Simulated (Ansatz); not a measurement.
Basis sets compared for Cu(CO) (CuCO). The state is a doublet with charge 0. Geometry r2SCAN-D4/def2-TZVP. Ansatz on 4 threads of Arm Neoverse V2 on a shared host; times are rough, and most runs start from earlier orbitals.

Cartesian coordinates in Å:
```
Cu -0.648 1.296 -0.605
C 0.341 -0.106 0.119
O 0.306 -1.190 0.485
```

Binding counts from free atoms (Cu doublet, C triplet, O triplet) in the same basis, without a counterpoise term.

```csv
level,functions,energy (Eh),HOMO (eV),LUMO (eV),binding per atom (eV),wall time
PBE-D4/def2-SVP,59,-1753.1194,-3.75,-2.79,4.34,0.55 s
PBE-D4/def2-TZVP,107,-1753.5103,-4.15,-3.19,4.17,0.8 s
r2SCAN-D4/def2-TZVP,107,-1753.7988,-4.41,-2.81,3.98,1.9 s
PBE0-D4/def2-SVP,59,-1753.1094,-4.36,-1.66,3.94,0.7 s
PBE0-D4/def2-TZVP (with forces),107,-1753.4910,-4.71,-2.02,3.84,1.8 s
```

(1) Estimate the rows for PBE-D4/def2-TZVPD, r2SCAN-D4/def2-TZVPD, PBE0-D4/def2-TZVPD.

Results:

(1) 
```
               level  functions  energy (Eh)  HOMO (eV)  LUMO (eV)  binding per atom (eV)  wall time
   PBE-D4/def2-TZVPD        125   -1753.5117      -4.20      -3.24                   4.18      1.1 s
r2SCAN-D4/def2-TZVPD        125   -1753.7999      -4.45      -2.86                   3.99      2.2 s
  PBE0-D4/def2-TZVPD        125   -1753.4923      -4.75      -2.07                   3.84      1.4 s
```
